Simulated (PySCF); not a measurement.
Electron correlation in Br⁺ (bromine, charge +1)

Starting occupation: [Ar] 3d10 4s1 4p4 5s1, 4s1/2 with m_j = +1/2, 4p1/2 with m_j = +1/2, 4p3/2 with m_j = -1/2, +1/2, +3/2, 5s1/2 with m_j = +1/2. Computed with PySCF 2.14 in x2c-SVPall-2c with one added diffuse shell each of s, p, d type (6s7p4d, 47 functions), with X2C-1e with screened-nucleus spin-orbit coupling, Gaussian nucleus. Frozen: [Ne]; 24 electrons correlated.

MP2 pair energies summed by pair of shells (mhartree):

```csv
pair,energy,share (%)
3d-3d,-103.19,32.2
3d-3p,-72.52,22.6
4p-4p,-60.22,18.8
3p-3p,-22.04,6.9
4p-5s,-19.69,6.1
3d-4p,-16.20,5.1
3d-3s,-8.41,2.6
4p-4s,-5.79,1.8
3p-4p,-4.71,1.5
3p-3s,-3.37,1.1
3d-4s,-1.69,0.5
3s-4p,-0.75,0.2
3s-3s,-0.62,0.2
3p-4s,-0.48,0.1
3d-5s,-0.30,0.1
4s-5s,-0.27,0.1
3s-4s,-0.12,0.0
3p-5s,-0.09,0.0
3s-5s,-0.02,0.0
```

Total MP2 correlation energy: -320.46 mhartree.

The GHF reference relaxed away from the jj start to a determinant that is no pure jj level (⟨S²⟩ = 5.99, ⟨J²⟩ = 12.09); the energies belong to that determinant.

This basis was not built for core-valence correlation, so the inner-shell part is incomplete.
